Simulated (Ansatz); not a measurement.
Reactions of CH$_{6}$OSSi$_{2}$ (`OC1([SiH3])[SiH2]S1`).

Program: Ansatz. Geometries: PBE0-D4/def2-TZVP. ΔE: electronic, gas phase. CCSD(T)/CBS is the MP2 limit (def2-TZVPP, def2-QZVPP) plus CCSD(T) − MP2 in def2-TZVPP, frozen cores. This one scheme is used for every species. Functionals use def2-TZVPP. For Ge outer-core shells are correlated without core-valence functions, which leaves a few kJ/mol of doubt a bond. Scalar relativity is left out up to krypton. One conformer a species, not always the lowest.

```json
{"reaction": "`OC1([SiH3])[SiH2]S1` + H₂ → `OC1[SiH2]S1` + SiH₄", "CCSD(T)/CBS(def2) (eV)": "?"}
{"reaction": "`OC1([SiH3])[SiH2]S1` → `O[Si]1(S)C[SiH2]1`", "CCSD(T)/CBS(def2) (eV)": "-1.84"}
{"reaction": "`OC1([SiH3])[SiH2]S1` + `C=NCO` → `C=NCO[SiH3]` + `OC1[SiH2]S1`", "CCSD(T)/CBS(def2) (eV)": "-0.92"}
{"reaction": "`OC1([SiH3])[SiH2]S1` + `[SiH3][NH][GeH3]` → `[SiH3][N]([SiH3])[GeH3]` + `OC1[SiH2]S1`", "CCSD(T)/CBS(def2) (eV)": "-0.62"}
```

Fill in the missing values. (An estimate is asked.)

The calculation gave: `OC1([SiH3])[SiH2]S1` + H₂ → `OC1[SiH2]S1` + SiH₄: -0.20 eV.

Largest T1 diagnostic: 0.014, for `OC1([SiH3])[SiH2]S1`.
